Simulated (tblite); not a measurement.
Species: C8H5Cl (charge +1 and doublet state).
Bonds: C1–C2 (double), C2–C3, C3–C4 (aromatic), C4–C5 (aromatic), C5–C6 (aromatic), C6–C7 (aromatic), C7–Cl8, C7–C9 (aromatic), C3–C9 (aromatic). Hydrogens: H10 on C1; H11 on C4; H12 on C5; H13 on C6; H14 on C9.

Computed geometry: GFN2-xTB, gas phase. This method treats the open shell by occupation alone, without spin polarisation.

Give the optimised bond lengths and angles.

```csv
bond,length (bohr),order
C1=C2,2.288,double
C2–C3,2.649,single
C3–C4,2.693,aromatic
C4–C5,2.617,aromatic
C5–C6,2.614,aromatic
C6–C7,2.686,aromatic
C7–Cl8,3.213,single
C7–C9,2.623,aromatic
C3–C9,2.634,aromatic
C1–H10,1.993,single
C4–H11,2.042,single
C5–H12,2.040,single
C6–H13,2.041,single
C9–H14,2.039,single
```

Orders are formal, as drawn. A selection of angles:
```csv
angle,degrees
C1–C2–C3,179.4
C2–C3–C4,118.9
C2–C3–C9,120.9
C4–C3–C9,120.1
C3–C4–C5,120.1
C4–C5–C6,120.0
C5–C6–C7,120.0
C6–C7–Cl8,118.6
C6–C7–C9,120.5
Cl8–C7–C9,120.8
C3–C9–C7,119.2
```

C9 (carbon bonded to 2 C and H) is planar (angles 120.7°, 120.0° and 119.2°, sum 360.0°, 0.00 Å off the plane of its three neighbours). C3 (carbon bonded to 3 C) is planar (angles 120.9°, 120.1° and 118.9°, sum 360.0°, 0.00 Å off the plane of its three neighbours). C4 (carbon bonded to 2 C and H) is planar (angles 120.9°, 120.1° and 119.0°, sum 360.0°, 0.00 Å off the plane of its three neighbours). C5 (carbon bonded to 2 C and H) is planar (angles 120.0°, 120.0° and 120.0°, sum 360.0°, 0.00 Å off the plane of its three neighbours). The 6-membered ring C3–C4–C5–C6–C7–C9 has internal angles of 119.2° to 120.5° (sum 720°, against 720° for a flat polygon); it is planar, 0.00 Å rms from its mean plane, widest ring torsion 0°. C7 (carbon bonded to 2 C and Cl) is planar (angles 120.8°, 120.5° and 118.6°, sum 360.0°, 0.00 Å off the plane of its three neighbours). C6 (carbon bonded to 2 C and H) is planar (angles 120.7°, 120.0° and 119.2°, sum 360.0°, 0.00 Å off the plane of its three neighbours).

Point group: Cs (every atom within 0.08 Å of its image). Its GFN2-xTB frequencies are all real (lowest 109 cm⁻¹).

On one thread, Arm Neoverse V1 (aarch64), shared host with 64 logical CPUs at a one-minute load of 35, this took 0.22 s of wall time. That covers the optimisation of the geometry.
